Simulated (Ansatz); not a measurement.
ReO3. Total charge 0; doublet. Geometry relaxed at r2SCAN-D4/def2-TZVP.

```xyz
4

Re   -0.633    0.089   -0.266
O    -1.265    1.279    0.747
O     0.697   -1.175    0.226
O     1.201   -0.193   -0.707
```

In the def2 sets Re takes a core potential; there is no spin–orbit coupling. The structure holds one bond between oxygen atoms, so isomers without such links may lie far lower. The charge 0 doublet is spin-contaminated (final ⟨S²⟩ up to 1.48, 0.75 for a pure state). At PBE0-D4/def2-TZVP a quartet of charge 0 lies 0.44 eV below the doublet, each at its own geometry. The structure comes from a short search, and lower isomers may exist.

Problem. Estimate the harmonic wavenumbers at UKS r2SCAN-D4/def2-TZVP (Ansatz, unscaled). Is this a minimum?

Solution. 181, 225, 562, 618, 948, 1035 cm⁻¹. Yes, no mode is imaginary beyond noise. Zero-point energy 21.4 kJ/mol. Hardware: 4 threads of Arm Neoverse V1 on a shared host. Wall time 62 s.
